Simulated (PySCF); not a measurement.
SMILES N#CCC[SiH3] (C3H7NSi) (GFN2-xTB optimised geometry):

```
12

N      2.741    -0.098     0.000
C      1.598    -0.098     0.000
C      0.159    -0.090    -0.050
C     -0.326     0.068    -1.495
Si    -2.227     0.084    -1.622
H     -0.204     0.736     0.570
H     -0.208    -1.026     0.380
H      0.083    -0.747    -2.096
H      0.086     0.991    -1.907
H     -2.740     1.186    -0.804
H     -2.600     0.263    -3.023
H     -2.741    -1.186    -1.106
```

Method: B3LYP/def2-TZVP (PySCF 2.14.0).

Q: What are the frontier orbital energies and the dipole moment?

A: HOMO-2 -9.48 eV, HOMO-1 -9.15 eV, HOMO -8.85 eV, LUMO -0.24 eV, LUMO+1 0.66 eV; dipole moment 3.75 D.

Meta-Löwdin charges at B3LYP/def2-TZVP: N1 -0.24, C2 0.11, C3 -0.21, C4 -0.42, Si5 0.52, H6 0.14, H7 0.14, H8 0.13, H9 0.13, H10 -0.10, H11 -0.09, H12 -0.10.
